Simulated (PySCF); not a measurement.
**Property card for `C[SiH](C)O[SiH](C)C`**

C4H14OSi2.
Geometry (GFN2-xTB, Å), atoms numbered from 1 in this order:
```xyz
21
C4H14OSi2 angstrom
C     -2.421   -1.415   -0.340
Si    -1.557    0.251   -0.639
C     -1.883    1.437    0.812
O      0.043    0.002   -0.790
Si     1.606   -0.311   -0.466
C      2.532    1.341   -0.314
C      1.737   -1.309    1.146
H     -3.495   -1.331   -0.477
H     -2.247   -1.784    0.667
H     -2.060   -2.171   -1.031
H     -1.936    0.842   -1.927
H     -2.942    1.642    0.927
H     -1.524    1.026    1.752
H     -1.380    2.387    0.659
H      2.061   -1.091   -1.624
H      2.378    1.953   -1.198
H      2.193    1.916    0.544
H      3.601    1.186   -0.204
H      1.258   -0.791    1.973
H      2.772   -1.485    1.423
H      1.255   -2.278    1.046
```

Structural features include: Si–H bond, siloxane link and C–Si bond.

From GFN2-xTB geometry:

| Item | Value |
| --- | --- |
| Rotational constants A, B, C of the GFN2-xTB geometry | 2.485, 0.985, 0.875 GHz |

From PBE0/pcSseg-1 ground state and GIAO shieldings, non-relativistic (PySCF):

| Quantity | Value |
| --- | --- |
| Dipole moment | 1.13 D |
| HOMO energy | -7.91 eV |
| LUMO energy | 1.11 eV |
| HOMO–LUMO gap | 9.02 eV |
| Lowest Hirshfeld atomic charge | -0.30 e on O4 |
| Highest Hirshfeld atomic charge | +0.44 e on Si2/Si5 |
| 13C chemical shifts (computed TMS as zero) by class | 2.2 (C1/C3/C6/C7) ppm |
| 1H chemical shifts (computed TMS as zero) by class | 5.25 (H11/H15), 0.15 (H8/H9/H10/H12/H13/H14/H16/H17/H18/H19/H20/H21) ppm |
| Isotropic shieldings of nuclei other than C and H, by class | 278 (O4), 357 (Si2/Si5) ppm |
| Mayer bond orders between heavy atoms | C1–Si2 0.94, Si2–C3 0.93, Si2–O4 0.93, O4–Si5 0.92, Si5–C6 0.94, Si5–C7 0.93 |

Monoisotopic mass (most abundant isotopes): 134.0583 u.

The rotational constants make it an asymmetric top with κ = (2B − A − C)/(A − C) = -0.86, nearer the prolate limit (−1). With B = h/(8π²I), that is 505.379 GHz u Å² over I, the principal moments of inertia are 203.4, 513.2 and 577.8 u Å² (most abundant isotopes); the inertial defect Ic − Ia − Ib is -138.8 u Å² (zero for a rigid planar frame, negative otherwise). The dipole equals about 3.8 × 10⁻³⁰ C·m (1 D = 3.33564 × 10⁻³⁰ C·m).

One conformer (not necessarily the lowest) at the GFN2-xTB geometry, without solvent or vibrations. NMR classes are plain means over equivalent atoms (diastereotopic ones count apart unless rotation or inversion swaps them), as if these changed places fast; in this geometry the members of some classes differ.
